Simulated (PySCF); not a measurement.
Interval between two levels of C(2+) by level of theory

C(2+) [He] 2s2 → C(2+) [He] 2s1 2p1 [3P2, M_J = 2], as a difference of total energies. Computed with PySCF 2.14 in x2c-TZVPall-2c, with the two-component X2C-1e Hamiltonian. Correlated levels: 1s2 frozen. "Screened" scales the spin-orbit matrix elements by Boettger's factors to mimic the two-electron term; Breit and QED terms are absent.

```tsv
method	interval between two levels (cm⁻¹)
GHF (spin-free)	37989
GMP2 (spin-free)	46362
GHF (screened spin-orbit)	38023
GMP2 (screened spin-orbit)	46395
```

The labels give the starting determinants; with spin-orbit coupling the two ends relaxed to ⟨J²⟩ = 0.00, ⟨L²⟩ = 0.00, ⟨S²⟩ = 0.00 and ⟨J²⟩ = 6.00, ⟨L²⟩ = 2.00, ⟨S²⟩ = 2.00.
